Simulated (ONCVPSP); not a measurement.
# caesium (Cs): variants of one ONCV potential

Base potential:

| Property | Result |
| --- | --- |
| Element | Cs (Z = 55) |
| Generator | ONCVPSP 4.0.1 |
| Type | optimised norm-conserving Vanderbilt (ONCV) |
| Functional | PBE |
| Relativity | fully relativistic |
| Frozen core | [Kr] 4d10 5s2 |
| Valence charge | 7 |
| Reference configuration | 5p6 5d1 |
| Partial waves | s scattering state at 0.3 Ha: rc 4.00 bohr, ncon 4, nbas 9, qcut 1.3 1/bohr, 3 projectors, debl 3.5 Ha; 5p: rc 2.85 bohr, ncon 4, nbas 9, qcut 3.8 1/bohr, 2 projectors, debl 2.4 Ha; 5d: rc 4.00 bohr, ncon 4, nbas 7, qcut 2.8 1/bohr, 2 projectors, debl 0.9 Ha |
| Local potential | polynomial inside 2.70 bohr (lpopt 2, dvloc0 6 Ha) |
| Core correction | none |

Open shells are filled in proportion to 2j + 1.

In the s channel the program set the typed energies aside and used 0.050, 3.550, 7.050 Ha.

All-electron outer shells of the reference configuration (PBE, scalar-relativistic, ld1.x):

```tsv
shell	level (eV)	outermost node (bohr)	outermost maximum (bohr)
5p	-13.69	0.89	1.79
5d	-0.58	1.06	3.46
```

Cutoffs, loose and tight: the cutoffs (Ha) at which the residual kinetic energy of the hardest occupied pseudo-wave falls to 1 and 0.1 mHa per electron. They do not see the model core or the augmentation charge, which bear on the density cutoff. Test errors are all-electron minus pseudo excitation energies from the reference, over the configurations 5p6 5d0 6s1; 5p6 5d0; 5p6 5d0 6s0.5; 5p6 5d0.5 6s0.5. A dash means not determined; rows that change the core or the reference have their own tests.

1 further variants are left out, since the program set their typed debl aside.

For the base: The cutoffs count occupied waves only; projector 3 of the s channel, the hardest unoccupied one, needs 29 Ha at the loose tolerance.

A true bound ghost makes a file unfit for plane-wave use even where its test errors are small: the radial tests pick states by their node count and pass the ghost by.

| change | outcome | cutoff, loose | cutoff, tight | bound ghosts | GHOST(+) flags above zero | largest test error (meV) |
| --- | --- | --- | --- | --- | --- | --- |
| base | generated, projector energies reset by the program | 4.1 Ha | 5.0 Ha | none | s | -39 |
| d: qcut 1.7 | generated, projector energies reset by the program | 7.0 Ha | 10 Ha | none | s | -36 |
| s: nproj 1 | generated, projector energies reset by the program | 4.1 Ha | 5.0 Ha | none | s | +11 |
| p: rc 3 | generated, projector energies reset by the program | 4.2 Ha | 5.1 Ha | none | s | -39 |
| local potential polynomial inside 2.50 bohr (lpopt 5, dvloc0 1 Ha) | generated, projector energies reset by the program | 4.1 Ha | 5.0 Ha | none | s | -26 |
| all radii scaled by about 0.84 (s 3.38, p 2.40, d 3.38 bohr); local potential polynomial inside 2.28 bohr (lpopt 2, dvloc0 6 Ha) | generated, projector energies reset by the program | 4.9 Ha | 20 Ha | none | s | +16 |
| local potential polynomial inside 2.70 bohr (lpopt 2, dvloc0 7.5 Ha) | generated, projector energies reset by the program | 4.1 Ha | 5.0 Ha | s | s | -47 |
